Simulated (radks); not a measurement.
All-electron atom: Hf V in [Xe] 4f14.

Method: Dirac Kohn-Sham, PBE, spin-unpolarised, spherical densities, finite nucleus; Fermi nuclear charge, rms radius 5.347 fm; computed with a radial shooting solver on a logarithmic mesh with Libxc functionals.

Energy parts (eV):
total: -410695.74
kinetic: 459231.02
electron-nucleus: -1019868.88
Hartree: 158338.22
exchange-correlation: -8396.09

Orbitals (lengths in bohr, moments of r in powers of bohr):
1s1/2: occ. 2; eigenvalue (eV) -65219.65; <r> 0.01899; <r^4> 6.627e-07; <r^2> 0.0004952
2s1/2: occ. 2; eigenvalue (eV) -11181.42; <r> 0.07978; <r^4> 0.0001002; <r^2> 0.007584
2p1/2: occ. 2; eigenvalue (eV) -10682.92; <r> 0.06612; <r^4> 0.00006068; <r^2> 0.005432
2p3/2: occ. 4; eigenvalue (eV) -9491.114; <r> 0.07385; <r^4> 0.00008642; <r^2> 0.006638
3s1/2: occ. 2; eigenvalue (eV) -2579.229; <r> 0.2082; <r^4> 0.003733; <r^2> 0.04968
3p1/2: occ. 2; eigenvalue (eV) -2357.770; <r> 0.1981; <r^4> 0.003311; <r^2> 0.04570
3p3/2: occ. 4; eigenvalue (eV) -2102.350; <r> 0.2124; <r^4> 0.004304; <r^2> 0.05237
3d3/2: occ. 4; eigenvalue (eV) -1726.825; <r> 0.1863; <r^4> 0.002954; <r^2> 0.04079
3d5/2: occ. 6; eigenvalue (eV) -1671.112; <r> 0.1908; <r^4> 0.003201; <r^2> 0.04263
4s1/2: occ. 2; eigenvalue (eV) -552.3776; <r> 0.4682; <r^4> 0.08938; <r^2> 0.2478
4p1/2: occ. 2; eigenvalue (eV) -461.5659; <r> 0.4747; <r^4> 0.09869; <r^2> 0.2568
4p3/2: occ. 4; eigenvalue (eV) -403.1488; <r> 0.5076; <r^4> 0.1288; <r^2> 0.2933
4d3/2: occ. 4; eigenvalue (eV) -253.7568; <r> 0.5287; <r^4> 0.1714; <r^2> 0.3245
4d5/2: occ. 6; eigenvalue (eV) -243.0611; <r> 0.5402; <r^4> 0.1868; <r^2> 0.3387
5s1/2: occ. 2; eigenvalue (eV) -107.6394; <r> 1.125; <r^4> 2.958; <r^2> 1.421
5p1/2: occ. 2; eigenvalue (eV) -81.5118; <r> 1.239; <r^4> 4.546; <r^2> 1.735
5p3/2: occ. 4; eigenvalue (eV) -73.3325; <r> 1.334; <r^4> 6.078; <r^2> 2.008
4f5/2: occ. 6; eigenvalue (eV) -58.7988; <r> 0.6636; <r^4> 0.7915; <r^2> 0.5627
4f7/2: occ. 8; eigenvalue (eV) -57.0445; <r> 0.6750; <r^4> 0.8568; <r^2> 0.5834

The highest occupied level is 4f7/2 at -57.045 eV. The electron density at the nucleus is 1.209e+06 e/bohr^3.
